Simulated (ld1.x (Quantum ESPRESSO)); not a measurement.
# LDA (PZ) ultrasoft dataset for germanium (Ge), fully relativistic all-electron reference.

Input for ld1.x (Quantum ESPRESSO) 7.5:

```
&input
   title='Ge', zed=32., rel=2, dft='PZ', iswitch=3,
   config='[Ar] 3d10 4s1 4p3', rel_dist='average',
   nld=5, rlderiv=2.25, eminld=-4.0, emaxld=5.0, deld=0.02
 /
 &inputp
   pseudotype=3, tm=.true., lloc=-1, rcloc=1.45,
   nlcc=.false.,
   which_augfun='PSQ', rmatch_augfun_nc=.true.,
   file_pseudopw='Ge.UPF', file_wfcaegen='ae.wfc', file_wfcncgen='nc.wfc', file_beta='beta', file_chi='chi', file_wfcusgen='us.wfc'
 /
6
4S  1  0   1.00   0.00  1.95  2.05  0.0
4S  1  0   0.00  -0.50  1.95  2.05  0.0
4P  2  1   3.00   0.00  1.20  1.65  0.0
4P  2  1   0.00   0.05  1.20  1.65  0.0
3D  3  2  10.00   0.00  1.00  1.35  0.0
3D  3  2   0.00  -0.70  1.00  1.35  0.0
 &test
   configts(1)='3d10 4s1 4p3'
 /
```

Command:

```bash
ld1.x < Ge.in > Ge.out
```

Resulting log (shortened: banner, matrices, multipoles, cross overlaps and the repeated all-electron block are left out):

```
Program LD1 v.7.5
     --------------------------- All-electron run ----------------------------

     Ge
     dirac relativistic calculation

     atomic number is 32.00
     dft =PZ   lsd =0 sic =0 latt =0  beta=0.20 tr2=1.0E-14
     Exchange-correlation= PZ
                           (   1   1   0   0   0   0   0)
     mesh =1207 r(mesh) = 100.41023 a.u. xmin = -7.00 dx = 0.01250
     1 Ry =  13.60569312 eV, c = 137.03599908

     n l j   nl                  e(Ry)          e(Ha)          e(eV)
     Spin orbit split results
     1 0 0.5 1S 1( 2.00)      -804.0519      -402.0260    -10939.6835
     2 0 0.5 2S 1( 2.00)      -100.7389       -50.3694     -1370.6220
     2 1 0.5 2P 1( 2.00)       -89.7184       -44.8592     -1220.6813
     2 1 1.5 2P 1( 4.00)       -87.3807       -43.6903     -1188.8748
     3 0 0.5 3S 1( 2.00)       -12.4542        -6.2271      -169.4483
     3 1 0.5 3P 1( 2.00)        -8.8199        -4.4100      -120.0015
     3 1 1.5 3P 1( 4.00)        -8.5046        -4.2523      -115.7110
     3 2 1.5 3D 1( 4.00)        -2.3237        -1.1619       -31.6159
     3 2 2.5 3D 1( 6.00)        -2.2805        -1.1403       -31.0278
     4 0 0.5 4S 1( 1.00)        -0.9490        -0.4745       -12.9113
     4 1 0.5 4P 1( 1.00)        -0.3581        -0.1791        -4.8724
     4 1 1.5 4P 1( 2.00)        -0.3424        -0.1712        -4.6586
     Averaged results
     1 0     1S 1( 2.00)      -804.0519      -402.0260    -10939.6835
     2 0     2S 1( 2.00)      -100.7389       -50.3694     -1370.6220
     2 1     2P 1( 6.00)       -88.1599       -44.0800     -1199.4770
     3 0     3S 1( 2.00)       -12.4542        -6.2271      -169.4483
     3 1     3P 1( 6.00)        -8.6097        -4.3049      -117.1412
     3 2     3D 1(10.00)        -2.2978        -1.1489       -31.2631
     4 0     4S 1( 1.00)        -0.9490        -0.4745       -12.9113
     4 1     4P 1( 3.00)        -0.3476        -0.1738        -4.7299

     final scf error:  8.9E-16 reached in  27 iterations

     Etot =   -4191.400233 Ry,   -2095.700117 Ha,  -57026.905327 eV

     Ekin =    4278.583471 Ry,    2139.291736 Ha,   58213.093708 eV
     Encl =  -10117.935543 Ry,   -5058.967771 Ha, -137661.526034 eV
     Eh   =    1801.004797 Ry,     900.502399 Ha,   24503.918585 eV
     Exc  =    -153.052959 Ry,     -76.526479 Ha,   -2082.391586 eV

     normalization and overlap integrals

     s(1S/1S) =  1.000000  <r> =   0.0471  <r2> =    0.0030  r(max) =   0.0309
     s(2S/2S) =  1.000000  <r> =   0.2102  <r2> =    0.0522  r(max) =   0.1754
     s(2P/2P) =  1.000000  <r> =   0.1814  <r2> =    0.0404  r(max) =   0.1401
     s(2P/2P) =  1.000000  <r> =   0.1850  <r2> =    0.0419  r(max) =   0.1418
     s(3S/3S) =  1.000000  <r> =   0.6253  <r2> =    0.4514  r(max) =   0.5402
     s(3P/3P) =  1.000000  <r> =   0.6404  <r2> =    0.4833  r(max) =   0.5402
     s(3P/3P) =  1.000000  <r> =   0.6512  <r2> =    0.4997  r(max) =   0.5470
     s(3D/3D) =  1.000000  <r> =   0.7317  <r2> =    0.6867  r(max) =   0.5012
     s(3D/3D) =  1.000000  <r> =   0.7371  <r2> =    0.6969  r(max) =   0.5012
     s(4S/4S) =  1.000000  <r> =   2.0723  <r2> =    4.9621  r(max) =   1.7062
     s(4P/4P) =  1.000000  <r> =   2.7324  <r2> =    8.8663  r(max) =   2.1102
     s(4P/4P) =  1.000000  <r> =   2.7869  <r2> =    9.2248  r(max) =   2.1636

     ------------------------ End of All-electron run ------------------------

     --------------------- Generating US pseudopotential ---------------------

      Generating local potential from pseudized AE potential:
      Matching radius rcloc =   1.4500

      Local pseudo, rcloc= 1.432 Estimated cut-off energy=    11.93 Ry

     Fully relativistic calculation: |psi|^2

     Wfc 4S LC norm =  0.99993081 SC norm =  0.00006588 missing  0.00000331

     Wfc 4P LC norm =  0.99995981 SC norm =  0.00003997 missing  0.00000022

     Wfc 4P LC norm =  0.99996129 SC norm =  0.00003262 missing  0.00000609

     Wfc 3D LC norm =  0.99959878 SC norm =  0.00040120 missing  0.00000002

     Wfc 3D LC norm =  0.99960294 SC norm =  0.00039687 missing  0.00000019
      Wfc-us  4S rcutus= 2.032  Estimated cut-off energy=    11.35 Ry
      Wfc-us  4S rcutus= 2.032  Estimated cut-off energy=    12.30 Ry
      Wfc-us  4P rcutus= 1.664  Estimated cut-off energy=    25.87 Ry
      Wfc-us  4P rcutus= 1.664  Estimated cut-off energy=    25.77 Ry
      Wfc-us  4P rcutus= 1.664  Estimated cut-off energy=    26.36 Ry
      Wfc-us  4P rcutus= 1.664  Estimated cut-off energy=    26.23 Ry
      Wfc-us  3D rcutus= 1.362  Estimated cut-off energy=    64.18 Ry
      Wfc-us  3D rcutus= 1.362  Estimated cut-off energy=    64.14 Ry
      Wfc-us  3D rcutus= 1.362  Estimated cut-off energy=   109.31 Ry
      Wfc-us  3D rcutus= 1.362  Estimated cut-off energy=   108.63 Ry

     Q pseudized with Bessel functions
     Expected ecutrho=     400.8766 due to l1=  2   l2=  2

     ------------------- End of pseudopotential generation -------------------

     Computing logarithmic derivative in   2.26038
     Computing logarithmic derivative in   2.26038
     Computing the partial wave expansion
     R is outside the sphere for l=    0 j= 0.50
     R is outside the sphere for l=    0 j= 0.50
     R is outside the sphere for l=    1 j= 0.50
     R is outside the sphere for l=    1 j= 0.50
     R is outside the sphere for l=    1 j= 1.50
     R is outside the sphere for l=    1 j= 1.50
     R is outside the sphere for l=    2 j= 1.50
     R is outside the sphere for l=    2 j= 1.50
     R is outside the sphere for l=    2 j= 2.50
     R is outside the sphere for l=    2 j= 2.50

     ---------------------- Testing the pseudopotential ----------------------

     Ge
     dirac relativistic calculation

     atomic number is 32.00   valence charge is 14.00
     dft =PZ   lsd =0 sic =0 latt =0  beta=0.20 tr2=1.0E-14
     mesh =1207 r(mesh) = 100.41023 xmin = -7.00 dx = 0.01250

     n l  j  nl             e AE (Ry)       e PS (Ry)    De AE-PS (Ry)
     3 2 1.5 3D   1( 4.00)       -2.32373       -2.32373        0.00000
     3 2 2.5 3D   1( 6.00)       -2.28050       -2.28051        0.00000
     1 0 0.5 4S   1( 1.00)       -0.94896       -0.94897        0.00000
     2 1 0.5 4P   1( 1.00)       -0.35812       -0.35811       -0.00001
     2 1 1.5 4P   1( 2.00)       -0.34240       -0.34241        0.00000

     eps = 1.6E-17  iter =  6

     Etot =   -4191.400233 Ry,   -2095.700117 Ha,  -57026.905327 eV
     Etotps =  -186.633227 Ry,     -93.316614 Ha,   -2539.274418 eV

     Ekin =      43.414221 Ry,      21.707111 Ha,     590.680573 eV
     Encl =    -421.459300 Ry,    -210.729650 Ha,   -5734.245900 eV
     Ehrt =     168.741629 Ry,      84.370815 Ha,    2295.846826 eV
     Ecxc =     -22.416756 Ry,     -11.208378 Ha,    -304.995504 eV
     Epseu=      45.086978 Ry,      22.543489 Ha,     613.439587 eV

     ---------------------- End of pseudopotential test ----------------------
```

Generation and configuration tests took about 2.2 s on one core of a shared server CPU.
